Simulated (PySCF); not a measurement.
The same groups moved round the core (silole mercapto). Isolated molecules, 0 K electronic values unless said otherwise. One relaxed conformer stands for each flexible species; it need not be the lowest. Strings in code marks are SMILES.

The vertical ionisation energy (Delta-SCF) from two functionals at the same geometries (PBE0-D3(BJ)/def2-TZVP), both in PySCF: PBE-D3(BJ)/def2-TZVP and PBE0-D3(BJ)/def2-TZVP. Delta-SCF ions had no search for a lower state. 

| species | PBE-D3(BJ)/def2-TZVP (eV) | PBE0-D3(BJ)/def2-TZVP (eV) |
|---|---|---|
| `C1C=C([SiH2]C=1)S` (H–S–C–Si torsion 0°) | 7.77 | 7.86 |
| `C1[SiH2]C=C(C=1)S` (H–S–C–C torsion 180°) | 8.11 | 8.22 |
| `C1[SiH](S)C=CC=1` (H–S–Si–C torsion 54°) | 8.47 | 8.69 |

Over these rows, drawn at random from the members with no instability flagged (it was tested for open shells, ions and some series alone), PBE minus PBE0-D3(BJ): mean -0.14 eV, from -0.22 eV to -0.09 eV.
